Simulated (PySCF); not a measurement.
PbCl⁺: from constants to spectrum

RHF-CCSD(T) constants of PbCl⁺, ¹Σ⁺ (singlet), closed shell (Pb def2-SVP with ECP60, Cl def2-SVP; scalar-relativistic core potentials (PySCF 2.14); masses 207.9766 and 34.9689 u):

| Item | Value |
| --- | --- |
| ωe | 385.2 cm⁻¹ |
| ωexe | 0.933 cm⁻¹ |
| Be | 0.097913 cm⁻¹ |
| αe | 0.000318 cm⁻¹ |

Q: What force constant and bond length do these constants imply?

A: Reduced mass μred = 29.936 u; k = 5.8918×10⁻⁷·μred·ωe² (u, cm⁻¹, mdyn/Å) = 2.62 mdyn/Å; Re = √(16.8576/(μred·Be)) (u, cm⁻¹, Å) = 2.398 Å.

Q: Estimate the centrifugal constant D from the Kratzer relation and find the Dunham coefficient a1.

A: D = 4Be³/ωe² = 2.53e-08 cm⁻¹; a1 = −1 − αeωe/(6Be²) = -3.13.

Correlated steps freeze 9 core orbitals. Spin–orbit coupling is left out, which matters for elements this heavy, above all for dissociation energies.
